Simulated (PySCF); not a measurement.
C₆H₆NO₂ (doublet state).
Structure used (GFN2-xTB), in Å, numbered top down from 1:
```xyz
15
C6H6NO2 angstrom
C      2.799   -0.144    0.056
N      1.634   -0.825    0.054
C      0.366   -0.339    0.016
C     -0.008    0.976   -0.030
C     -1.395    1.367   -0.068
O     -1.781    2.526   -0.111
C     -2.314    0.215   -0.051
C     -1.851   -1.035   -0.005
O     -0.540   -1.364    0.030
H      2.794    0.923    0.024
H      3.712   -0.699    0.088
H      1.686   -1.837    0.085
H      0.736    1.754   -0.040
H     -3.373    0.411   -0.077
H     -2.470   -1.921    0.009
```

The hyperfine couplings belong to this conformer and change with its torsions.

As a line formula: `[CH2]NC1=CC(=O)C=CO1` [radical].

Level of theory: PySCF, UKS B3LYP, pcH-1 on C H N O, non-relativistic, mean-field spin-orbit, GIAO. The structure is a single GFN2-xTB conformer in the gas phase; no vibrational or solvent corrections. The geometry wasn't refined by DFT: couplings that depend on bond lengths, twists or pyramidal angles can differ widely from those at the functional's own minimum. The SCF solution wasn't tested for stability.

Question: Break the g tensor into its mass correction, gauge correction and orbital-Zeeman/spin–orbit terms.

Answer: 
```csv
Δg (ppm),1,2,3
relativistic mass correction,-166,-166,-166
gauge correction,1,44,33
orbital Zeeman/spin–orbit,0,758,1433
total,-165,636,1300
```

So g = 2.00215, 2.00296, 2.00362 and g_iso = 2.00291; the tensor is rhombic: the two nearest values differ by 45 % of g3 − g1. Axes: g1 is normal to the molecular plane and g2 points within 3° of the C4–H13 bond.

Question: Average each term over the three axes. Which is largest in size?

Answer: The orbital-Zeeman/spin–orbit term 730, the mass correction -166 and the gauge correction 26 ppm, for a total of 590 ppm. The orbital-Zeeman/spin–orbit term is the largest in size. The mass correction is the same along every axis, so the anisotropy comes from the other two: their spans along these axes are 43 (gauge) and 1433 ppm (orbital Zeeman/spin–orbit).

Question: What are the electron Larmor frequencies g μB B/h along the three axes at 340 mT?

Answer: 9.5277, 9.5315, 9.5347 GHz for g1, g2 and g3, a range of 7.0 MHz.

Question: At 9.397 GHz, how far is the centre of the isotropic spectrum from where a free electron (g = 2.002319) resonates?

Answer: B = hν/(g μB) with μB/h = 13.99624 MHz/mT gives 335.31 mT for the free electron and 335.21 mT at g_iso, 0.10 mT lower.

Question: In a frozen sample, at which fields do the three g values resonate at 9.5, 34, 94 and 263 GHz (hyperfine left aside), and which band first spreads them over more than twice a line width of 0.5 mT?

Answer: 
```
band    GHz  B(g3) mT  B(g2) mT  B(g1) mT  spread mT
   X    9.5    338.76    338.88    339.01       0.25
   Q   34.0   1212.42   1212.82   1213.30       0.89
   W   94.0   3351.98   3353.09   3354.43       2.45
   J  263.0   9378.41   9381.51   9385.27       6.86
```

The spread grows in proportion to the frequency. W band is the first where it exceeds 1.0 mT.

The Mulliken spin populations are largest on C1 (+0.85) and C4 (+0.15). The angles at C1 add up to 360.0°, so it is planar; its axial dipolar tensor and the negative couplings of its protons fit spin in a p orbital normal to that plane.

The HOMO–LUMO gaps are 3.91 eV among the α and 4.46 eV among the β orbitals.
